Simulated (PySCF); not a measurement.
Compound: C4H9ClOSi2.
Z-matrix (Å and degrees, GFN2-xTB geometry), rows numbered from 1:
```
C 
C   1  1.3217
Si  2  1.9050  1  137.15
O   3  1.6655  2   85.91  1   176.81
Si  4  1.6741  3  102.26  2     2.01
C   5  1.8903  2  120.29  1    69.78
C   5  1.9088  2  116.02  1   -68.18
Cl  7  1.7792  5  109.12  2    83.89
H   1  1.0808  2  121.96  3     1.29
H   1  1.0804  2  122.29  3  -178.72
H   3  1.4548  2  116.17  1   -74.39
H   3  1.4545  2  116.97  1    67.60
H   6  1.0862  5  110.55  2   151.47
H   6  1.0845  5  110.52  2   -88.97
H   6  1.0850  5  111.57  2    31.44
H   7  1.0873  5  113.04  2   -34.69
H   7  1.0874  5  112.36  2  -158.05
```

The calculation used TDDFT wB97X-D/def2-SVPD, vertical, gas phase, core orbitals frozen in the response in PySCF.

Computed states:

```json
{"state": "S1", "E (eV)": "5.11", "f": "0.0004"}
{"state": "S2", "E (eV)": "6.28", "f": "0.053"}
{"state": "S3", "E (eV)": "6.63", "f": "0.022"}
{"state": "S4", "E (eV)": "6.68", "f": "0.146"}
{"state": "S5", "E (eV)": "6.92", "f": "0.040"}
{"state": "S6", "E (eV)": "7.05", "f": "0.096"}
{"state": "S7", "E (eV)": "7.09", "f": "0.152"}
{"state": "S8", "E (eV)": "7.22", "f": "0.0062"}
```

Broadening: Gaussians 0.25 eV wide at half height, area fixed by f = 4.319×10⁻⁹ ∫ε dν̃. The width is an assumption, not a result. The curve ends short of the highest state used, and states not computed would add to its high-energy end.

Task: Give the broadened spectrum and its maxima.

Result: 
(E (eV), ε (L mol⁻¹ cm⁻¹)): (4.74, 0), (4.77, 0), (4.80, 1), (4.84, 2), (4.87, 3), (4.91, 7), (4.94, 12), (4.98, 20), (5.01, 28), (5.04, 35), (5.08, 41), (5.11, 43), (5.15, 40), (5.18, 35), (5.21, 28), (5.25, 18), (5.28, 12), (5.32, 6), (5.35, 3), (5.39, 1), (5.42, 1), (5.45, 0), (5.49, 0), (5.52, 0), (5.56, 0), (5.59, 0), (5.63, 0), (5.66, 0), (5.69, 0), (5.73, 0), (5.76, 0), (5.80, 0), (5.83, 1), (5.86, 2), (5.90, 8), (5.93, 23), (5.97, 73), (6.00, 162), (6.04, 413), (6.07, 758), (6.10, 1284), (6.14, 2291), (6.17, 3222), (6.21, 4485), (6.24, 5239), (6.28, 5704), (6.31, 5566), (6.34, 5074), (6.38, 4188), (6.41, 3680), (6.45, 3715), (6.48, 4543), (6.51, 6162), (6.55, 9401), (6.58, 12267), (6.62, 15788)

Maxima: 243 nm (5.11 eV), ε about 43, made up of S1 (100%); 197 nm (6.28 eV), ε about 5700, made up of S2 (100%) (ε in L mol⁻¹ cm⁻¹; maxima over ε = 5, shares over 10%). At its high-energy end, 6.62 eV, the curve is still rising (ε about 16000, from S3 and S4).

Task: What would ε be at 6.28 eV, the highest of these maxima, with half the width (0.125 eV)?

Result: About 11300 L mol⁻¹ cm⁻¹ against 5710, a factor of about 1.99; a lone state at its own centre would give exactly 2.

Task: On this curve, what absorbance would a 10⁻⁴ mol/L sample give at 193 nm over a 1 cm path?

Result: 193 nm is 6.424 eV, where ε is about 3600 L mol⁻¹ cm⁻¹, so A = ε c l ≈ 0.36 (Beer–Lambert, with the gas-phase spectrum and the assumed width).

Task: Coming from long wavelengths, where does ε first pass 100 L mol⁻¹ cm⁻¹?

Result: At about 207 nm (5.98 eV), 0.87 eV above S1.

One conformer stands for the species.
